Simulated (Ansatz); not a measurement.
CH6ClFSi2 (SMILES F[SiH2]C[SiH2]Cl), singlet, at a GFN2-xTB geometry, atoms displaced at random by about 0.03 Å a coordinate; PBE0/6-31G, gradient (Ansatz, a program for electronic structure).

The Ansatz input:
Ansatz 0.2 input:
```yaml
crystal:
  periodic: [false, false, false]
  atoms:
    - {symbol: Si, position_ang: [1.52354386, 0.52073394, 0.29385484]}
    - {symbol: F, position_ang: [3.09027217, -0.13008911, 0.53728689]}
    - {symbol: C, position_ang: [0.55247795, -0.84149183, -0.44978557]}
    - {symbol: Si, position_ang: [-1.24039448, -0.33166024, -0.96188770]}
    - {symbol: Cl, position_ang: [-2.20820254, 0.31088491, 0.65681143]}
    - {symbol: H, position_ang: [1.20525488, 0.94968096, 1.54024590]}
    - {symbol: H, position_ang: [1.83283702, 1.56153961, -0.69048526]}
    - {symbol: H, position_ang: [1.04226180, -1.29238048, -1.29778501]}
    - {symbol: H, position_ang: [0.46733749, -1.64339778, 0.27462445]}
    - {symbol: H, position_ang: [-1.22300892, 0.74658001, -1.96383850]}
    - {symbol: H, position_ang: [-1.93555362, -1.54073095, -1.43949773]}
basis:
  gaussian:
    orbitals: 6-31G
hamiltonian:
  xc: pbe0
output: {forces: true}
```

Question: Predict the main parts of the log of this Ansatz run.

Answer: 
```
Functional definition: PBE0
814 factors; integrals over basis functions are off by at most 1.8e-4 eV
mean field evaluation 1: about -32107.2615 eV, gradient 4.8e1 eV
mean field evaluation 2: about -32103.9866 eV, gradient 6.2e1 eV
mean field evaluation 4: about -32111.9936 eV, gradient 2.5e0 eV
mean field evaluation 8: about -32112.1830 eV, gradient 1.9e-1 eV
mean field evaluation 16: about -32112.1831 eV, gradient 3.5e-5 eV
mean field -32112.18310282 eV, -1180.1009626092 hartree, gradient 3.5e-5 eV, S^2 0.000000; 0 other end points of the search recorded, 0 dependent functions left out
the calculation of the forces begins
reference -32112.18313328 eV, -1180.1009637284 hartree; 33, 33 occupied and 36, 36 virtual orbitals, 814 factors
Total energy: -32112.18313328 eV, -1180.1009637284 hartree
Atom 0 at     1.523544     0.520734     0.293855 Å, force     2.763587    -1.064198    -2.461465 eV/Å
Atom 1 at     3.090272    -0.130089     0.537287 Å, force     0.101755    -0.173048     0.097105 eV/Å
Atom 2 at     0.552478    -0.841492    -0.449786 Å, force    -1.706766    -0.054849    -0.030138 eV/Å
Atom 3 at    -1.240394    -0.331660    -0.961888 Å, force     2.593686    -1.761036    -2.578155 eV/Å
Atom 4 at    -2.208203     0.310885     0.656811 Å, force    -1.975658     1.405397     3.296067 eV/Å
Atom 5 at     1.205255     0.949681     1.540246 Å, force    -1.352526     1.166707     2.988583 eV/Å
Atom 6 at     1.832837     1.561540    -0.690485 Å, force    -0.377917     0.729952    -0.426674 eV/Å
Atom 7 at     1.042262    -1.292380    -1.297785 Å, force     0.401042     0.059640    -0.609548 eV/Å
Atom 8 at     0.467337    -1.643398     0.274624 Å, force    -0.171171    -0.352834     0.392338 eV/Å
Atom 9 at    -1.223009     0.746580    -1.963839 Å, force    -0.008650     0.324710    -0.364777 eV/Å
Atom 10 at    -1.935554    -1.540731    -1.439498 Å, force    -0.267382    -0.280440    -0.303337 eV/Å
Dipole moment:    -0.347690    -0.075804    -0.419667 e Å
```
